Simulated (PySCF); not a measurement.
**`CCCBP`, C$_{3}$H$_{10}$BP**

Molfile (atoms numbered from 1):
```
C3H10BP
     RDKit          3D

 15 14  0  0  0  0  0  0  0  0999 V2000
   -2.3107   -0.4218   -0.1810 C   0  0  0  0  0  0  0  0  0  0  0  0
   -1.1537    0.3690    0.4190 C   0  0  0  0  0  0  0  0  0  0  0  0
    0.2061   -0.1696   -0.0381 C   0  0  0  0  0  0  0  0  0  0  0  0
    1.4719    0.5356    0.5806 B   0  0  0  0  0  0  0  0  0  0  0  0
    3.0936    0.5466   -0.3481 P   0  0  0  0  0  0  0  0  0  0  0  0
   -2.2782   -0.3809   -1.2681 H   0  0  0  0  0  0  0  0  0  0  0  0
   -3.2649   -0.0155    0.1477 H   0  0  0  0  0  0  0  0  0  0  0  0
   -2.2601   -1.4656    0.1238 H   0  0  0  0  0  0  0  0  0  0  0  0
   -1.2416    1.4168    0.1246 H   0  0  0  0  0  0  0  0  0  0  0  0
   -1.2109    0.3275    1.5086 H   0  0  0  0  0  0  0  0  0  0  0  0
    0.2571   -1.2306    0.2399 H   0  0  0  0  0  0  0  0  0  0  0  0
    0.2398   -0.1639   -1.1331 H   0  0  0  0  0  0  0  0  0  0  0  0
    1.3982    1.1423    1.5809 H   0  0  0  0  0  0  0  0  0  0  0  0
    3.9688    0.2313    0.6717 H   0  0  0  0  0  0  0  0  0  0  0  0
    3.0801   -0.7133   -0.9145 H   0  0  0  0  0  0  0  0  0  0  0  0
  1  2  1  0
  2  3  1  0
  3  4  1  0
  4  5  1  0
  1  6  1  0
  1  7  1  0
  1  8  1  0
  2  9  1  0
  2 10  1  0
  3 11  1  0
  3 12  1  0
  4 13  1  0
  5 14  1  0
  5 15  1  0
M  END
```

Theory: quadratic response wB97X-D/def2-SVPD first hyperpolarisability, Taylor convention, gas phase (PySCF 2.14.0). Geometry: GFN2-xTB.

Task: Give the tensor of the second harmonic β(−2ω;ω,ω) at 1064 nm in the axes of these coordinates.

Result: In au, Taylor convention; rows are the first index (the induced dipole):
|  | xx | yy | zz | xy | xz | yz |
| --- | --- | --- | --- | --- | --- | --- |
| x | +1.9 | -9.5 | +18.2 | -28.9 | -66.3 | -0.4 |
| y | -27.9 | +0.6 | -2.4 | -10.4 | -1.1 | -8.6 |
| z | -64.8 | -8.4 | -10.5 | -0.2 | +18.8 | -2.2 |

Norm of βᵢ = ⅓ Σⱼ (βᵢⱼⱼ + βⱼᵢⱼ + βⱼⱼᵢ): 90.7 au, hyper-Rayleigh value 47.4 au.
